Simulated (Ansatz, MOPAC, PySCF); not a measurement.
Pair of molecules: SiH4 (SMILES [SiH4]) (first 5 atoms) with C3H4 (SMILES C=C=C); geometry from B3LYP-D3(BJ)/def2-TZVP, rigid monomers moved along the line of their centres of mass till Si1···C6 is 3.29 Å.
(charge 0, multiplicity 1):
```xyz
12

Si    -0.18064    -0.03077     0.10956
H     -0.64127    -1.42513     0.28734
H     -1.04139     0.88637     0.88806
H     -0.26708     0.32865    -1.32622
H      1.22299     0.09719     0.55753
C      0.06515    -1.26572     3.14980
C      0.09975     0.01495     3.37226
C      0.13234     1.29704     3.58153
H      0.94828    -1.80432     2.82592
H     -0.84726    -1.83590     3.28035
H      0.37381     1.70376     4.55664
H     -0.08202     1.99925     2.78407
```

Interaction energies are E(AB) − E(A) − E(B) at the monomers' geometry in the complex; basis-set methods are counterpoise corrected. Rows marked so take none.

Correlated levels freeze the cores. Rows in 6-31G* carry no dispersion term and start afresh at each structure (6-31G* with six Cartesian d functions). The state reached by AM1, PM6 isn't checked.

The values were computed with Ansatz (an electronic-structure program) with Gaussian orbitals; MOPAC for AM1, PM6 (differences of heats of formation); PySCF for 6-31G* rows, the dispersion terms. Each number belongs to the level named beside it.

```csv
level,interaction energy (kcal/mol)
AM1,3.72
PM6,-0.56
HF/6-31G*,4.02
HF/6-31G* (no counterpoise),3.07
HF/aug-cc-pV(D+d)Z,4.00
PBE-D4/def2-TZVPPD,-1.15
BP86/6-31G* (no counterpoise),1.74
SCS-MP2/aug-cc-pV(D+d)Z,0.64
CCSD/aug-cc-pV(D+d)Z,(withheld)
```

Question: What belongs in the gaps?

Answer: 
- CCSD/aug-cc-pV(D+d)Z, interaction energy (kcal/mol): 0.58
